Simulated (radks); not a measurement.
All-electron atom: Tm I in [Xe] 4f13 6s2.

All-electron calculation, scalar-relativistic Kohn-Sham, LDA (Slater exchange, VWN5 correlation), spin-polarised, spherical densities, finite nucleus; open shells are filled with parallel spins first (spin-orbit coupling, left out, can overturn this in heavy ions); Fermi nuclear charge, rms radius 5.2256 fm; hard spherical wall at 15 bohr. Program: a radial shooting solver on a logarithmic mesh with Libxc functionals.

Energy parts (eV):
| part | energy |
|---|---|
| total | -368921.22 |
| kinetic | 400801.11 |
| electron-nucleus | -906893.93 |
| Hartree | 144701.33 |
| exchange-correlation | -7529.73 |

Orbitals (lengths in bohr, moments of r in powers of bohr; r(max) is where P^2 peaks):
| orbital | occ. | eigenvalue (eV) | r(max) | <r> | <r^4> |
|---|---|---|---|---|---|
| 1s up | 1 | -59222.68 | 0.01262 | 0.02003 | 8.099e-07 |
| 1s down | 1 | -59222.68 | 0.01262 | 0.02003 | 8.099e-07 |
| 2s up | 1 | -9993.444 | 0.07195 | 0.08494 | 0.0001252 |
| 2s down | 1 | -9993.423 | 0.07195 | 0.08494 | 0.0001252 |
| 2p up | 3 | -8828.918 | 0.05856 | 0.07543 | 0.00009550 |
| 2p down | 3 | -8828.902 | 0.05856 | 0.07543 | 0.00009549 |
| 3s up | 1 | -2245.651 | 0.2035 | 0.2212 | 0.004712 |
| 3s down | 1 | -2245.197 | 0.2034 | 0.2212 | 0.004710 |
| 3p up | 3 | -1892.881 | 0.2003 | 0.2205 | 0.004983 |
| 3p down | 3 | -1892.429 | 0.2003 | 0.2204 | 0.004981 |
| 3d up | 5 | -1455.928 | 0.1632 | 0.1999 | 0.003894 |
| 3d down | 5 | -1455.576 | 0.1632 | 0.1999 | 0.003891 |
| 4s up | 1 | -442.1368 | 0.4644 | 0.4981 | 0.1144 |
| 4s down | 1 | -441.2402 | 0.4644 | 0.4982 | 0.1145 |
| 4p up | 3 | -326.1097 | 0.4857 | 0.5287 | 0.1519 |
| 4p down | 3 | -325.2304 | 0.4857 | 0.5288 | 0.1520 |
| 4d up | 5 | -171.8827 | 0.5011 | 0.5718 | 0.2365 |
| 4d down | 5 | -171.0271 | 0.5011 | 0.5720 | 0.2370 |
| 5s up | 1 | -53.7340 | 1.089 | 1.229 | 4.377 |
| 5s down | 1 | -53.3308 | 1.091 | 1.231 | 4.417 |
| 5p up | 3 | -27.2063 | 1.252 | 1.473 | 9.926 |
| 5p down | 3 | -26.9183 | 1.254 | 1.477 | 10.07 |
| 6s up | 1 | -4.0418 | 3.260 | 3.909 | 492.2 |
| 6s down | 1 | -4.0175 | 3.271 | 3.922 | 498.4 |
| 4f up | 7 | -3.6849 | 0.4947 | 0.8059 | 3.480 |
| 4f down | 6 | -2.9494 | 0.4952 | 0.8168 | 4.091 |
| 6p up | 0 | -1.1593 | 4.668 | 5.600 | 1996 |
| 6p down | 0 | -1.1512 | 4.685 | 5.615 | 2014 |
| 5d up | 0 | -0.9759 | 2.105 | 3.535 | 616.0 |
| 5d down | 0 | -0.9249 | 2.133 | 3.592 | 652.9 |
| 7s up | 0 | 0.3553 | 8.811 | 8.578 | 8255 |
| 7s down | 0 | 0.3607 | 8.824 | 8.583 | 8277 |

The highest occupied level is 4f down at -2.949 eV. Spin moment in Bohr magnetons: 1. The pressure on the wall is 0.000106 GPa. Summed over all electrons, <r^2> = 72.71 bohr^2, which gives a Langevin (diamagnetic) susceptibility term of -57.6 x 10^-6 cm^3/mol.
